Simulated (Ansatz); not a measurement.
```json
{"atom": "S", "x (Å)": "0.0000", "y (Å)": "0.0000", "z (Å)": "-0.0860"}
{"atom": "H", "x (Å)": "0.0000", "y (Å)": "0.0000", "z (Å)": "1.3763"}
```

Basis set: def2-TZVP (spherical functions). Correlated methods keep 5 orbitals frozen. Charge 0, multiplicity 2.

Computed with Ansatz (development build ahead of 0.2.0); each method stands on the lowest determinant of its kind that the runs found.

The atomization energy at this shape (free ground-state atoms in the same class of orbitals less the molecule, no zero-point energy) of doublet SH:

```tsv
method	atomization energy
UHF-MP2	76.31 kcal/mol
```

What does UHF give?

55.88 kcal/mol. Caution: the shape is not the minimum.
